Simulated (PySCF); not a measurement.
def2 core potentials replace the inner electrons of Sn.

Excitations are Tamm–Dancoff values on a coarser integration grid. The basis has no diffuse functions, so Rydberg states are missing or too high.

Z-matrix (Å, degrees):
```
Sn
O 1 1.9734
C 2 1.4038 1 121.22
H 3 1.1034 2 108.42 1 161.91
H 3 1.1050 4 107.85 2 122.68
H 3 1.1074 4 107.38 5 115.90
O 1 1.9816 2 102.56 3 -35.22
C 7 1.4029 1 121.38 2 170.58
H 8 1.1035 7 108.40 1 -169.15
H 8 1.1063 9 107.68 7 122.17
H 8 1.1070 9 107.43 10 115.32
O 1 1.9857 2 112.10 3 77.92
C 12 1.3994 1 121.67 2 -59.14
H 13 1.1036 12 108.82 1 -166.64
H 13 1.1073 14 107.29 12 121.94
H 13 1.1073 14 107.33 15 115.21
C 1 2.1424 2 115.02 3 -162.89
H 17 1.0980 1 108.62 2 34.02
H 17 1.0996 18 109.06 1 114.43
C 17 1.4975 18 113.09 19 126.27
C 20 1.4004 17 120.85 18 16.60
C 21 1.3935 20 120.76 17 176.95
H 22 1.0928 21 119.66 20 -179.98
H 21 1.0936 22 119.77 23 -0.36
C 22 1.3939 23 120.12 21 -179.97
H 25 1.0924 22 120.24 23 0.06
C 25 1.3952 26 120.27 22 -179.95
C 27 1.3919 25 120.32 26 179.82
H 27 1.0928 28 119.60 20 179.80
H 28 1.0941 27 119.97 29 1.43
```
Charge 0, spin multiplicity 1.

Question: What is the computed S1 excitation (TDA), dipole moment, brightest of the four lowest singlets (TDA), HOMO–LUMO gap and S1 oscillator strength (PySCF 2.14.0 with PBE0-D3(BJ)/def2-SVP)?

Answer: 
- S1 excitation (TDA) = 5.08 eV
- dipole moment = 0.317 e·Å
- brightest of the four lowest singlets (TDA) = 5.08 eV
- HOMO–LUMO gap = 5.95 eV
- S1 oscillator strength = 0.132
